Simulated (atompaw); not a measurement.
**LDA (PW92) PAW (atompaw) dataset for Si (Z = 14), scalar-relativistic all-electron reference.**

Input for atompaw 4.2.0.5:

```
Si 14
LDA-PW scalarrelativistic loggrid 1500 logderivrange -12 5 426
3 3 0 0 0 0
3 1 2
0 0 0
c
v
v
v
v
1
1.00 1.00 0.75 0.90
n
n
custom polynom2 7 10 vanderbiltortho sinc
2 1 troulliermartins
0.80
1.00
0.75
1.00
PWSCFOUT
UPFDX 0.0125d0 UPFXMIN -7.d0 UPFZMESH 14.d0
END
```

Command:

```bash
atompaw < Si.input > Si.log
```

The program printed (summary file):

```
Completed calculations for Si (AE)

 Exchange-correlation type: LDA, Perdew-Wang correlation

 Radial integration grid is logarithmic
 r0 =   5.6515946E-04 h =   7.9122324E-03   n =      1500 rmax =   8.0000000E+01

 Scalar relativistic calculation

 AEatom converged in  30 iterations
   nz     =  14.00
   delta  =       8.956445091178E-17

 All Electron Orbital energies:
  n  l      occupancy      energy
  1  0      2.0000000E+00 -1.3071456E+02
  2  0      2.0000000E+00 -1.0197469E+01
  3  0      2.0000000E+00 -7.9959923E-01
  2  1      6.0000000E+00 -7.0271373E+00
  3  1      2.0000000E+00 -3.0596183E-01

 Total energy
   Total                    :     -577.64316015615793

 ---
 Completed calculations for Si (SC)

 Exchange-correlation type: LDA, Perdew-Wang correlation

 Radial integration grid is logarithmic
 r0 =   5.6515946E-04 h =   7.9122324E-03   n =      1500 rmax =   8.0000000E+01

 Scalar relativistic calculation

 SCatom converged in   1 iterations
   nz     =  14.00
   delta  =       6.657452381035E-17

 Valence Electron Orbital energies:
  n  l      occupancy      energy
   2  0      2.0000000E+00 -1.0197469E+01
   3  0      2.0000000E+00 -7.9959923E-01
   2  1      6.0000000E+00 -7.0271373E+00
   3  1      2.0000000E+00 -3.0596183E-01

 Total energy
   Total                    :     -577.64316015560041
   Valence                  :     -218.90324223392994

 PAW parameters:
       lmax =            1
         rc =    1.0060256560840155
        irc =          947
   rc_shape =    1.0060256560840155
    rc_vloc =   0.75055968222027059
    rc_core =   0.90047805271452219
   Vloc: Norm-conserving Troullier-Martins with l= 2;e=   1.0000E+00
   Projector type: improved polynomial pseudization + Vanderbilt ortho.
   Sinc^2 compensation charge shape zeroed at rc

 Number of basis functions     4
 No.   n  nodes  l      Energy         Cp coeff         Occ
  1    2    1    0   -0.1019747E+02  0.2142453E+00  0.2000000E+01
  2    3    2    0   -0.7995992E+00  0.2680302E+01  0.2000000E+01
  3    2    0    1   -0.7027137E+01 -0.1143922E-01  0.6000000E+01
  4    3    1    1   -0.3059618E+00  0.8420937E+01  0.2000000E+01

 Eigenvalues of overlap operator (in the basis of projectors):
    1        8.46772134E-01
    2        2.47102217E+00
    3        6.64936144E+03
    4        8.17670719E+03

 Orbital leakage outside PAW augmentation regions
   orb  is_core?  %out_of_sphere
   1 0    T           0.00
   2 0    F           5.82
   3 0    F          94.96
   2 1    F           6.47
   3 1    F          97.04

 Summary of PAW energies
   Total valence energy     :   -218.87242568760973
   Smooth energy            :    569.40021330023581
   One center               :   -788.27263898784554
   Smooth kinetic           :    591.97643361362032
   Vloc energy              :    -37.09056649053213
   Smooth exch-corr         :    -11.05834095648209
   One-center xc            :    -28.13363097117832
```

The run took about 2 s on one core of a shared server CPU.
